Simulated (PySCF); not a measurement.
Which basis set comes closest?

Molecule: 4-methyl-1-fluorobenzene (SMILES Cc1ccc(F)cc1).

Geometry:
| atom | x (Å) | y (Å) | z (Å) |
| --- | --- | --- | --- |
| C1 | 2.375 | -0.145 | -0.038 |
| C2 | 0.884 | 0.014 | 0.033 |
| C3 | 0.046 | -1.094 | 0.211 |
| C4 | -1.340 | -0.961 | 0.251 |
| C5 | -1.896 | 0.304 | 0.112 |
| F6 | -3.222 | 0.443 | 0.156 |
| C7 | -1.099 | 1.427 | -0.065 |
| C8 | 0.284 | 1.272 | -0.102 |
| H9 | 2.718 | -1.003 | 0.560 |
| H10 | 2.709 | -0.316 | -1.075 |
| H11 | 2.894 | 0.753 | 0.328 |
| H12 | 0.488 | -2.088 | 0.324 |
| H13 | -1.995 | -1.822 | 0.392 |
| H14 | -1.569 | 2.407 | -0.167 |
| H15 | 0.914 | 2.155 | -0.237 |

Geometry PBE0-D3(BJ)/def2-SVP throughout; GIAO in PySCF 2.14.0 with density-fitted response routines, gas phase, one conformer, non-relativistic; equivalent atoms averaged; functional PBE0.

Reference values (measured; G. Saielli, R. Bini, A. Bagno, Computational 19F NMR. 2. Organic compounds, RSC Adv. 2014, ESI (exp. from Berger-Braun-Kalinowski 1994 and Everett 1995)): δ(F6) = -119.2 ppm vs CFCl3. Computed shifts are taken against CFCl3, calculated as an isolated molecule at each level.

Q: How do the basis sets STO-3G, pcSseg-0, 6-31G, 6-31G*, cc-pVDZ, def2-SVP, pcSseg-1, aug-cc-pVDZ, 6-311+G(2d,p), def2-TZVP perform against the reference? Times are CPU seconds on shared hosts with different chips, so compare them loosely.

A: 
```csv
basis set,functions,F6,abs. error F,core-s
STO-3G,47,-15.7,103.5,3.4
pcSseg-0,86,-111.7,7.5,8.9
6-31G,86,-125.0,5.8,7.2
6-31G*,126,-109.7,9.5,10
cc-pVDZ,147,-104.7,14.5,14
def2-SVP,147,-95.9,23.3,14
pcSseg-1,171,-116.4,2.8,32
aug-cc-pVDZ,247,-116.4,2.8,31
"6-311+G(2d,p)",258,-123.8,4.6,27
def2-TZVP,290,-118.8,0.4,38
```

For 19F the closest is def2-TZVP (0.4 ppm) and the furthest STO-3G (103.5 ppm). Where a smaller basis beats a larger one, errors probably cancel. One molecule is a small sample, and vibrational and solvent effects are absent from the calculation.

A small basis that lands close on one nucleus may do so by chance; judge by the trend and by all nuclei.
